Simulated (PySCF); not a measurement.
Electronic structure of Co¹¹⁺ (cobalt, charge +11) at the r2SCAN level

Configuration: [Ne] 3s2 3p4, high-spin 3P determinant. Calculation: PySCF 2.14, in an even-tempered Gaussian basis (19 s from 0.49 bohr⁻², ratio 2.5; 12 p from 0.64 bohr⁻², ratio 2.5; 5 d from 5 bohr⁻², ratio 2.7; 4 f from 7.4 bohr⁻², ratio 2.7); scalar relativity by spin-free X2C-1e.

- Total energy: -1343.669 hartree
- One-electron energy: -1670.463 hartree
- Hartree (Coulomb) energy: 377.287 hartree
- Exchange-correlation energy: -50.493 hartree
- ⟨S²⟩: 2.0018
- ⟨L²⟩: 2.006
- Sum of ⟨r⟩: 6.082 bohr
- Sum of ⟨r²⟩: 3.779 bohr²
- Traceless quadrupole moment −½Σ⟨3z² − r²⟩ along its main axis: -0.215 e·bohr²

```csv
shell,electrons,mean orbital energy (eV),spread (eV),"rms radius, mean of both spins (bohr)"
1s α,1,-7922.5,0,0.0649
1s β,1,-7920.4,0,0.0649
2s α,1,-1215.4,0,0.275
2s β,1,-1214.5,0,0.275
2p α,3,-1085.2,2.488,0.247
2p β,3,-1083.1,0.453,0.247
3s α,1,-368.37,0,0.733
3s β,1,-359.72,0,0.733
3p α,3,-327.80,4.511,0.738
3p β,1,-321.79,0,0.738
```

Densities and radii are taken from the X2C orbitals without a picture-change correction, which distorts them close to the nucleus.
